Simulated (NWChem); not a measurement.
System: SbCl$_{3}$; SMILES [Sb]([Cl])([Cl])[Cl]

Results from NWChem. The geometry was optimised at PBE0/def2-SVP. def2 effective core potentials on Sb; no spin-orbit coupling. Level TPSS/def2-TZVP: energy and gradient; each run changes one setting, and changes count from the defaults (medium grid, exact Coulomb integrals, symmetry on).

Which setting moves the energy most, and by about how much (Coulomb fitting, Weigend set; coarse grid; defaults; tight SCF thresholds and tolerances; extra-fine grid)?

Coulomb fitting, Weigend set, by about 100 μHa.
```json
[
 {"setting": "defaults", "size of the energy change (μHa)": "< 10", "largest change of a gradient component (μHa/bohr)": "< 30", "time, defaults = 1 (rough)": "about 1"},
 {"setting": "Coulomb fitting, Weigend set", "size of the energy change (μHa)": "100", "largest change of a gradient component (μHa/bohr)": "80", "time, defaults = 1 (rough)": "0.3"},
 {"setting": "tight SCF thresholds and tolerances", "size of the energy change (μHa)": "< 10", "largest change of a gradient component (μHa/bohr)": "< 30", "time, defaults = 1 (rough)": "about 1"},
 {"setting": "coarse grid", "size of the energy change (μHa)": "< 10", "largest change of a gradient component (μHa/bohr)": "< 30", "time, defaults = 1 (rough)": "about 1"},
 {"setting": "extra-fine grid", "size of the energy change (μHa)": "< 10", "largest change of a gradient component (μHa/bohr)": "< 30", "time, defaults = 1 (rough)": "about 1"}
]
```
